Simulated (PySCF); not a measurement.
2-(trifluoroacetyl)thiophene, C6H3F3OS.
Z-matrix (Å and degrees, PBE0-D3(BJ)/def2-SVP geometry), rows numbered from 1:
```
O 
C   1  1.2064
C   2  1.4570  1  124.38
C   3  1.3841  2  130.42  1  -178.81
C   4  1.4122  3  112.38  2   179.64
C   5  1.3770  4  112.08  3     0.00
S   6  1.7058  5  112.74  4    -0.09
C   2  1.5476  1  119.28  3   179.96
F   8  1.3173  2  110.85  1    -0.05
F   8  1.3362  2  110.56  1  -120.60
F   8  1.3369  2  110.48  1   120.41
H   4  1.0898  3  123.30  2    -0.30
H   5  1.0903  4  124.33  3  -180.00
H   6  1.0899  5  127.37  4   179.90
```

Level of theory: PBE0-D3(BJ)/def2-SVP geometry optimisation, gas phase in PySCF 2.14.0.

Take the most abundant isotopes and a rigid rotor. The values belong to one conformer with, in the numbering `[O:1]=[C:2]([c:3]1[cH:4][cH:5][cH:6][s:7]1)[C:8]([F:9])([F:10])[F:11]`, O1–C2–C3–C4 -179°.

What are A, B and C (cm⁻¹)?

Ia = 246.16, Ib = 767.21, Ic = 924.96 u·Å²; 505379 MHz·u·Å²/I gives 2053, 658.7 and 546.4 MHz, that is A = 0.06848, B = 0.02197, C = 0.01823 cm⁻¹.

Classify the top.

An asymmetric top; Ray's κ = -0.851.

Is it planar, by Δ = Ic − Ia − Ib?

Not planar: Δ = Ic − Ia − Ib = -88.41 u·Å². For a rigid frame Δ = −2 Σ m c², so Σ m c² = 44.20 u·Å² lies off the ab plane: 0.00 from hydrogen and 44.20 from heavier atoms. The atom farthest from that plane is 1.09 Å away.

Give the other two planar moments, Paa and Pbb, and the rms extents of the mass along the axes.

Paa = Σ m a² = (Ib + Ic − Ia)/2 = 723.01 and Pbb = Σ m b² = (Ia + Ic − Ib)/2 = 201.95 u·Å². With the mass M = 179.99 u, the rms extents √(P/M) along a, b and c are 2.00, 1.06, 0.50 Å.

Which lines would a microwave search look for?

The dipole components are |μa| = 3.25 D, |μb| = 2.39 D, |μc| = 0.00 D; the mirror of this Cs structure is the ab plane, so μc vanishes by symmetry (the 0.01 D computed is a residue) and there are no c-type lines. Intensities carry the squares of the components, which stand as 1.00 : 0.54 (a : b). Some lines, for components of 0.1 D or more:

```
type  branch         J(Ka,Kc)    MHz  lower level (cm⁻¹)
   a       Q  3(1,2) ← 3(1,3)    674               0.278
   a       R  1(0,1) ← 0(0,0)   1205               0.000
   b       Q  3(1,2) ← 3(0,3)   1816               0.240
   a       R  2(1,1) ← 1(1,0)   2523               0.090
   b       R  1(1,1) ← 0(0,0)   2599               0.000
   a       R  3(0,3) ← 2(0,2)   3589               0.120
   a       R  3(2,2) ← 2(2,1)   3615               0.314
   a       R  3(1,2) ← 2(1,1)   3780               0.175
   b       Q  4(2,2) ← 4(1,3)   3899               0.468
   b       Q  3(2,1) ← 3(1,2)   4051               0.301
   b       Q  2(2,1) ← 2(1,2)   4520               0.163
   a       R  4(1,4) ← 3(1,3)   4583               0.278
   b       R  3(1,3) ← 2(0,2)   4731               0.120
   a       R  4(2,3) ← 3(2,2)   4815               0.435
   a       R  4(3,2) ← 3(3,1)   4833               0.677
   a       R  4(3,1) ← 3(3,0)   4834               0.677
   a       R  4(2,2) ← 3(2,1)   4879               0.436
   b       R  4(1,4) ← 3(0,3)   5725               0.240
   b       Q  4(3,1) ← 4(2,2)   7179               0.599
   b       Q  3(3,0) ← 3(2,1)   7224               0.436
   b       R  3(2,1) ← 2(1,2)   8168               0.163
   b       Q  4(4,0) ← 4(3,1)  10141               0.838
   b       R  3(3,1) ← 2(2,0)  10865               0.314
   b       R  3(3,0) ← 2(2,1)  10872               0.314
   b       R  4(3,2) ← 3(2,1)  12057               0.436
   b       R  4(4,1) ← 3(3,0)  14975               0.677
```

Estimate the classical rotational partition function at 25 K, 298.15 K and 500 K.

Point group Cs, symmetry number σ = 1; q = (√π/σ)·√((kT/h)³/(ABC)), k/h = 20836.6 MHz/K: 24500 at 25 K, 1010000 at 298.15 K, 2190000 at 500 K.

No frequency check. These are rigid-rotor constants of the computed structure; measured ground-state constants (B0) also hold zero-point vibration.

On one thread, Intel Xeon 6975P-C (x86_64), shared host with 192 logical CPUs at a one-minute load of 85, this took 1.8 min of wall time and 0.89 GiB of memory at its peak. That covers the optimisation of the geometry.
